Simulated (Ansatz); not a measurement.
Ag₃H₃⁻. The state is a doublet with charge -1. Geometry PBE-D4/def2-TZVPD.

```xyz
6

Ag   -1.1276   -0.3836   -0.9475
Ag    1.6913   -0.2935   -0.9192
Ag    0.3051    0.4535    1.4204
H     1.6513    0.9943    2.2208
H    -1.2728   -0.0725    0.7955
H    -1.2473   -0.6982   -2.5700
```

In the def2 sets Ag takes a core potential; there is no spin–orbit coupling. LC-ωPBE has ω = 0.4 bohr⁻¹. Another isomer (doublet) lies 0.22 eV lower at PBE0-D4/def2-TZVPD; other spin states weren't run for this one.

Q: Estimate the α-spin orbital energies around the gap (eV) in Ansatz with PBE-D4/def2-TZVPD, r2SCAN-D4/def2-TZVPD, B97M-V/def2-TZVPD, PBE0-D4/def2-TZVPD, LC-ωPBE/def2-TZVPD.

A: 
```
orbital  PBE-D4/def2-TZVPD  r2SCAN-D4/def2-TZVPD  B97M-V/def2-TZVPD  PBE0-D4/def2-TZVPD  LC-ωPBE/def2-TZVPD
 HOMO−5              -2.95                 -3.24              -3.40               -4.79               -7.54
 HOMO−4              -2.91                 -3.19              -3.32               -4.67               -7.40
 HOMO−3              -2.55                 -2.76              -2.77               -3.81               -6.50
 HOMO−2              -2.01                 -2.26              -2.26               -3.03               -5.62
 HOMO−1              -1.49                 -1.69              -1.67               -2.53               -5.03
   HOMO              -0.08                 -0.29              -0.02               -0.70               -2.57
   LUMO               2.13                  2.29               1.95                2.67                4.16
 LUMO+1               2.37                  2.51               2.37                2.85                4.23
 LUMO+2               2.82                  3.09               2.80                3.43                4.95
 LUMO+3               3.56                  3.83               3.49                4.19                5.66
 LUMO+4               3.68                  4.02               3.52                4.19                5.80
 LUMO+5               4.02                  4.41               3.92                4.62                6.10
 β HOMO              -1.36                 -1.53              -1.54               -2.30               -4.71
 β LUMO               0.38                  0.62               0.31                1.15                3.10
```
